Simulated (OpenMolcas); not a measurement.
## Mo III: CASPT2 settings compared

```
Program             : OpenMolcas 26.06
Basis               : ANO-RCC-VDZP [6s5p3d1f]
Scalar Hamiltonian  : X2C, point nucleus
Active space        : 4 electrons in 5 orbitals (4d)
State averaging     : 2S+1 = 5 even, 5 roots; 2S+1 = 3 even, 45 roots kept (CI in the orbitals of an earlier block); 2S+1 = 1 even, 50 roots kept (CI in the orbitals of an earlier block)
Spin-orbit coupling : RASSI with atomic mean-field integrals over the reference wave functions, term energies averaged over their components
```

Methods on the same reference wave functions:
A. CASSCF
B. SS-CASPT2, IPEA 0.75 Eh, real shift 0.05 Eh (closed shells correlated: 4s 4p)
C. SS-CASPT2, IPEA 0.4 Eh, real shift 0.4 Eh (closed shells correlated: 3d 4s 4p)
D. MS-CASPT2, IPEA 0.75 Eh, real shift 0.05 Eh (closed shells correlated: 4s 4p)
E. MS-CASPT2, IPEA 0.4 Eh, real shift 0.4 Eh (closed shells correlated: 3d 4s 4p)
F. XMS-CASPT2, IPEA 0.3 Eh, sigma2 regulariser 0.15 Eh (closed shells correlated: none)

Energies in cm-1 above 4d4 5D0, the measured ground level; measured values from Sugar and Musgrove, J. Phys. Chem. Ref. Data 17, 155 (1988).

| Level | A | B | C | D | E | F | Measured |
| --- | --- | --- | --- | --- | --- | --- | --- |
| 4d4 5D0 | 0.0 | 0.0 | 0.0 | 0.0 | 0.0 | 0.0 | 0.0 |
| 4d4 5D1 | 232 | 241 | 244 | 242 | 245 | 252 | 242 |
| 4d4 5D2 | 656 | 674 | 679 | 676 | 681 | 696 | 668 |
| 4d4 5D3 | 1225 | 1246 | 1252 | 1249 | 1254 | 1272 | 1224 |
| 4d4 5D4 | 1903 | 1920 | 1924 | 1922 | 1926 | 1941 | 1872 |
| 4d4 3H4 [73 %] | 15406 | 14820 | 14630 | 14810 | 14630 | 15390 | 12680 |
| 4d4 3P0(1) | 15707 | 13680 | 13210 | 13650 | 13190 | 12290 | 11149 |
| 4d4 3H5 | 15934 | 15410 | 15240 | 15420 | 15240 | 16100 | 13276 |
| 4d4 3H6 | 16435 | 15940 | 15780 | 15950 | 15780 | 16650 | 13811 |
| 4d4 3P1(1) | 17017 | 15030 | 14550 | 15020 | 14550 | 13630 | 12510 |
| 4d4 3F3(1) [72 %] | 17889 | 16510 | 16100 | 16490 | 16090 | 16050 | 13948 |
| 4d4 3F2(1) | 17989 | 16610 | 16160 | 16570 | 16140 | 15920 | 13929 |
| 4d4 3F4(1) [74 %] | 18151 | 16830 | 16430 | 16820 | 16430 | 16470 | 14296 |
| 4d4 3P2(1) | 19010 | 17000 | 16520 | 17010 | 16530 | 15620 | 14358 |
| 4d4 3G3 [72 %] | 19817 | 18380 | 18060 | 18400 | 18070 | 18770 | 15871 |
| 4d4 3G4 | 20228 | 18740 | 18460 | 18760 | 18470 | 19240 | 16283 |
| 4d4 3G5 | 20552 | 19140 | 18880 | 19140 | 18880 | 19740 | 16714 |
| 4d4 1I6 | 23737 | 22360 | 22470 | 22360 | 22480 | 24180 | 20290 |
| 4d4 3D3 | 25002 | 22440 | 21900 | 22450 | 21900 | 22730 | 19488 |
| 4d4 3D2 | 25157 | 22570 | 22050 | 22560 | 22040 | 22760 | 19577 |
| 4d4 1G4(1) | 25416 | 22890 | 22830 | 22870 | 22830 | 23480 | 20612 |
| 4d4 3D1 | 25429 | 22890 | 22340 | 22890 | 22340 | 23160 |  |
| 4d4 1S0(1) | 29093 | 25320 | 24770 | 25230 | 24740 | 24970 | 22990 |
| 4d4 1D2(1) | 30750 | 26910 | 26990 | 26900 | 26990 | 26450 | 22806 |

Deviations, from unrounded energies. A percentage is the sum of absolute deviations over the sum of measured energies, with the sign that they share, or ± where signs differ.

```json
{"Against measurement": "mean absolute deviation (cm-1)", "Levels": "22", "A": "3600", "B": "2100", "C": "1800", "D": "2100", "E": "1800", "F": "2100"}
{"Against measurement": "fine structure of the ground term (%)", "Levels": "4", "A": "±1.3", "B": "±1.9", "C": "+2.3", "D": "+2.1", "E": "+2.5", "F": "+3.8"}
{"Against measurement": "other terms of the ground configuration (%)", "Levels": "18", "A": "+26.7", "B": "+15.6", "C": "+13.7", "D": "+15.6", "E": "+13.7", "F": "+15.6"}
```

C, E lie about equally close to measurement and A furthest from it. The largest miss of E in the table is 4d4 1D2(1), by +4200 cm-1. The ranking rests on the paired levels alone, and a cruder setting can come out closer through cancelling errors.

Among B to F the level of the table that moves most is 4d4 1I6, by 1800 cm-1 (lowest in B, highest in F). Moves below CASPT2's spread within the term are not significant.

The mean deviations of B to F differ by less than CASPT2's widest spread within a term (2000 cm-1), so their order carries little weight.

From A to B the spin-free energies of the other terms of 4d4 shown, above 5D, scale by factors of 0.86 to 0.97, as is usual when dynamic correlation screens the repulsion within a d or f shell.

The lowest spin-free term lies below A's lowest term by 0.218 hartree in B, 0.248 hartree in C, 0.218 hartree in D, 0.248 hartree in E, 0.035 hartree in F.

CASPT2 breaks the degeneracy within a term, and the mean is taken; among the terms shown or strongly mixed into the levels shown the widest spread is 2000 cm-1 (4d4 1I, D). Levels of configurations with an s electron are missing; early in the row they begin among the upper levels of the d shell and mix with terms of their name. Some levels mix across a computed gap that differs much from the measured one, so their mixing is not that of the real levels. Terms from blocks run as CI alone lack orbitals of their own. The CASPT2 spread within a term exceeds the gap to the next term for 4d4 1I and 4d4 1G(1), so the order of their levels is uncertain (figures for B; the like holds for C, D, E, F). Without dynamic correlation excited terms often stand tens of per cent too high (terms of higher spin than the ground term too low), and those without a measured partner can miss by more than the paired ones (holds for A). Some terms miss by over 15 % even with CASPT2, which points to a basis or an active space too small for the shells correlated (holds for B; C; D; E; F). Computed and measured levels are paired by configuration, term and J; levels that our copy of the source lacks, or whose pairing is in doubt (as where it misses far off the trend of its configuration), stay unpaired and out of the deviations. Only configurations of the active space appear. The table leaves out levels that lie high or whose names do not pair safely across all columns.

A share in square brackets marks a mixed level and gives the weight of the term that names it, the lowest over the columns. A number in round brackets counts repeated terms of one configuration in the order of the reference energies.
